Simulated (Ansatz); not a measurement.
Ansatz (a first-principles code) input for Ga(F)(OH)(NH2) (FGaH3NO), SMILES [NH2][Ga]([F])[OH], PBE0-D3(BJ)/def2-SVP. 

Ansatz 0.2 input:
```yaml
crystal:
  periodic: [false, false, false]
  atoms:
    - {symbol: Ga, position_ang: [-0.01743119, -0.00095239, 0.00356879]}
    - {symbol: F, position_ang: [1.67991999, -0.25540690, -0.36083440]}
    - {symbol: O, position_ang: [-0.57813326, -0.74757694, 1.46612241]}
    - {symbol: H, position_ang: [0.05338051, -1.21426473, 2.01549523]}
    - {symbol: N, position_ang: [-1.03590248, 1.07836487, -1.07473620]}
    - {symbol: H, position_ang: [-2.02683526, 0.86093403, -1.04194566]}
    - {symbol: H, position_ang: [-0.72907483, 1.11357833, -2.04249841]}
basis:
  gaussian:
    orbitals: def2-SVP
hamiltonian:
  xc: pbe0
  dispersion: d3bj
relax: {f_tol: 0.002, max_steps: 200}
```

Program output:

```
WARN ansatz: RAYON_NUM_THREADS=1 ignored (pool sized by the plan → 1); use --threads N
Functional definition: PBE0
integrals: 0.04 GiB planned
939 factors; integrals over basis functions are off by at most 4.5e-4 eV
mean field: 0.35 GiB planned
mean field evaluation 1: about -58647.3633 eV, gradient 7.8e1 eV
mean field evaluation 2: about -58629.5866 eV, gradient 1.2e2 eV
mean field evaluation 4: about -58658.1175 eV, gradient 6.2e0 eV
mean field evaluation 8: about -58658.1895 eV, gradient 4.5e-2 eV
mean field -58658.18949990 eV, -2155.6487041726 hartree, gradient 1.6e-5 eV, S^2 0.000000; 0 other end points of the search recorded, 0 dependent functions left out
the calculation of the forces begins
reference -58658.18952812 eV, -2155.6487052093 hartree; 29, 29 occupied and 60, 60 virtual orbitals, 939 factors
relax step   1: F+E_penalty+E_count = -58658.26942096 eV  Δ(F+E_penalty+E_count) = +0.000e0 eV  max|allowed force component| = 9.808e-1 eV/Å  Δτ_max = 0.0000 Å  (26 SCF iters, accepted)
these checks for a lower state are left out or cut short: starts, cluster_reference, orbital_swaps, neighbouring_geometries, increment
integrals: 0.04 GiB planned
939 factors; integrals over basis functions are off by at most 4.5e-4 eV
mean field: 0.35 GiB planned
mean field evaluation 16: about -58658.1878 eV, gradient 2.8e0 eV
mean field -58658.21642038 eV, -2155.6496934820 hartree, gradient 1.1e-5 eV, S^2 0.000000; 0 other end points of the search recorded, 0 dependent functions left out
the calculation of the forces begins
reference -58658.21644858 eV, -2155.6496945181 hartree; 29, 29 occupied and 60, 60 virtual orbitals, 939 factors
relax step   2: F+E_penalty+E_count = -58658.29630289 eV  Δ(F+E_penalty+E_count) = -2.688e-2 eV  max|allowed force component| = 4.243e-1 eV/Å  Δτ_max = 0.0239 Å  (30 SCF iters, accepted)
these checks for a lower state are left out or cut short: starts, cluster_reference, orbital_swaps, neighbouring_geometries, increment
integrals: 0.04 GiB planned
939 factors; integrals over basis functions are off by at most 4.5e-4 eV
mean field: 0.35 GiB planned
mean field -58658.23382798 eV, -2155.6503331994 hartree, gradient 2.3e-5 eV, S^2 0.000000; 0 other end points of the search recorded, 0 dependent functions left out
the calculation of the forces begins
reference -58658.23385606 eV, -2155.6503342313 hartree; 29, 29 occupied and 60, 60 virtual orbitals, 939 factors
relax step   3: F+E_penalty+E_count = -58658.31365442 eV  Δ(F+E_penalty+E_count) = -1.735e-2 eV  max|allowed force component| = 2.789e-1 eV/Å  Δτ_max = 0.0496 Å  (30 SCF iters, accepted)
these checks for a lower state are left out or cut short: starts, cluster_reference, orbital_swaps, neighbouring_geometries, increment
integrals: 0.04 GiB planned
939 factors; integrals over basis functions are off by at most 4.4e-4 eV
mean field: 0.35 GiB planned
mean field evaluation 32: about -58658.2388 eV, gradient 1.1e-1 eV
mean field -58658.23882287 eV, -2155.6505167583 hartree, gradient 1.2e-5 eV, S^2 0.000000; 0 other end points of the search recorded, 0 dependent functions left out
the calculation of the forces begins
reference -58658.23885093 eV, -2155.6505177893 hartree; 29, 29 occupied and 60, 60 virtual orbitals, 939 factors
relax step   4: F+E_penalty+E_count = -58658.31860938 eV  Δ(F+E_penalty+E_count) = -4.955e-3 eV  max|allowed force component| = 3.238e-1 eV/Å  Δτ_max = 0.0580 Å  (29 SCF iters, accepted)
these checks for a lower state are left out or cut short: starts, cluster_reference, orbital_swaps, neighbouring_geometries, increment
integrals: 0.04 GiB planned
939 factors; integrals over basis functions are off by at most 4.2e-4 eV
mean field: 0.35 GiB planned
mean field -58658.24202540 eV, -2155.6506344488 hartree, gradient 1.1e-5 eV, S^2 0.000000; 0 other end points of the search recorded, 0 dependent functions left out
the calculation of the forces begins
reference -58658.24205340 eV, -2155.6506354781 hartree; 29, 29 occupied and 60, 60 virtual orbitals, 939 factors
relax step   5: F+E_penalty+E_count = -58658.32182371 eV  Δ(F+E_penalty+E_count) = -3.214e-3 eV  max|allowed force component| = 2.177e-1 eV/Å  Δτ_max = 0.0174 Å  (30 SCF iters, accepted)
these checks for a lower state are left out or cut short: starts, cluster_reference, orbital_swaps, neighbouring_geometries, increment
integrals: 0.04 GiB planned
939 factors; integrals over basis functions are off by at most 3.9e-4 eV
mean field: 0.35 GiB planned
mean field -58658.23671538 eV, -2155.6504393095 hartree, gradient 1.4e-5 eV, S^2 0.000000; 0 other end points of the search recorded, 0 dependent functions left out
the calculation of the forces begins
reference -58658.23674338 eV, -2155.6504403382 hartree; 29, 29 occupied and 60, 60 virtual orbitals, 939 factors
relax step   6: F+E_penalty+E_count = -58658.31646376 eV  Δ(F+E_penalty+E_count) = +5.360e-3 eV  max|allowed force component| = 4.629e-1 eV/Å  Δτ_max = 0.0449 Å  (30 SCF iters, rejected (line search))
these checks for a lower state are left out or cut short: starts, cluster_reference, orbital_swaps, neighbouring_geometries, increment
integrals: 0.04 GiB planned
939 factors; integrals over basis functions are off by at most 4.1e-4 eV
mean field: 0.35 GiB planned
mean field -58658.24598310 eV, -2155.6507798918 hartree, gradient 1.2e-5 eV, S^2 0.000000; 0 other end points of the search recorded, 0 dependent functions left out
the calculation of the forces begins
reference -58658.24601110 eV, -2155.6507809208 hartree; 29, 29 occupied and 60, 60 virtual orbitals, 939 factors
relax step   7: F+E_penalty+E_count = -58658.32577353 eV  Δ(F+E_penalty+E_count) = -3.950e-3 eV  max|allowed force component| = 3.118e-2 eV/Å  Δτ_max = 0.0224 Å  (30 SCF iters, accepted)
these checks for a lower state are left out or cut short: starts, cluster_reference, orbital_swaps, neighbouring_geometries, increment
integrals: 0.04 GiB planned
939 factors; integrals over basis functions are off by at most 4.0e-4 eV
mean field: 0.35 GiB planned
mean field evaluation 64: about -58658.2465 eV, gradient 1.1e-5 eV
mean field -58658.24654589 eV, -2155.6508005740 hartree, gradient 1.1e-5 eV, S^2 0.000000; 0 other end points of the search recorded, 0 dependent functions left out
the calculation of the forces begins
reference -58658.24657388 eV, -2155.6508016027 hartree; 29, 29 occupied and 60, 60 virtual orbitals, 939 factors
relax step   8: F+E_penalty+E_count = -58658.32633848 eV  Δ(F+E_penalty+E_count) = -5.650e-4 eV  max|allowed force component| = 1.593e-2 eV/Å  Δτ_max = 0.0167 Å  (30 SCF iters, accepted)
these checks for a lower state are left out or cut short: starts, cluster_reference, orbital_swaps, neighbouring_geometries, increment
integrals: 0.04 GiB planned
939 factors; integrals over basis functions are off by at most 3.9e-4 eV
mean field: 0.35 GiB planned
mean field -58658.24682443 eV, -2155.6508108099 hartree, gradient 1.2e-5 eV, S^2 0.000000; 0 other end points of the search recorded, 0 dependent functions left out
the calculation of the forces begins
reference -58658.24685242 eV, -2155.6508118386 hartree; 29, 29 occupied and 60, 60 virtual orbitals, 939 factors
relax step   9: F+E_penalty+E_count = -58658.32659051 eV  Δ(F+E_penalty+E_count) = -2.520e-4 eV  max|allowed force component| = 2.020e-2 eV/Å  Δτ_max = 0.0288 Å  (30 SCF iters, accepted)
these checks for a lower state are left out or cut short: starts, cluster_reference, orbital_swaps, neighbouring_geometries, increment
integrals: 0.04 GiB planned
939 factors; integrals over basis functions are off by at most 3.9e-4 eV
mean field: 0.35 GiB planned
mean field -58658.24684401 eV, -2155.6508115295 hartree, gradient 2.1e-5 eV, S^2 0.000000; 0 other end points of the search recorded, 0 dependent functions left out
the calculation of the forces begins
reference -58658.24687200 eV, -2155.6508125581 hartree; 29, 29 occupied and 60, 60 virtual orbitals, 939 factors
relax step  10: F+E_penalty+E_count = -58658.32661584 eV  Δ(F+E_penalty+E_count) = -2.533e-5 eV  max|allowed force component| = 1.179e-3 eV/Å  Δτ_max = 0.0026 Å  (24 SCF iters, accepted)
integrals: 0.04 GiB planned
939 factors; integrals over basis functions are off by at most 3.9e-4 eV
mean field: 0.35 GiB planned
mean field -58658.24684401 eV, -2155.6508115295 hartree, gradient 2.1e-5 eV, S^2 0.000000; 1 other end points of the search recorded, 0 dependent functions left out
the calculation of the forces begins
reference -58658.24687200 eV, -2155.6508125581 hartree; 29, 29 occupied and 60, 60 virtual orbitals, 939 factors
Total energy: -58658.32664383 eV, -2155.6537441190 hartree
Atom 0 at    -0.013785    -0.037495    -0.000946 Å, force    -0.001001     0.000142    -0.001179 eV/Å
Atom 1 at     1.691941    -0.233651    -0.361052 Å, force     0.000062     0.000247     0.000420 eV/Å
Atom 2 at    -0.608968    -0.750962     1.507300 Å, force     0.000093     0.000103    -0.000733 eV/Å
Atom 3 at     0.080038    -1.195775     2.011597 Å, force     0.000265    -0.000226     0.000809 eV/Å
Atom 4 at    -1.041276     0.903324    -1.124764 Å, force     0.000021    -0.000313     0.000075 eV/Å
Atom 5 at    -2.047447     0.947310    -1.032915 Å, force     0.000554     0.000332     0.000510 eV/Å
Atom 6 at    -0.714579     1.201926    -2.034049 Å, force     0.000005    -0.000285     0.000098 eV/Å
Dipole moment:    -0.269059     0.053695    -0.141464 e Å
```

Self-consistency was reached.

Cost: roughly 50 core-seconds.
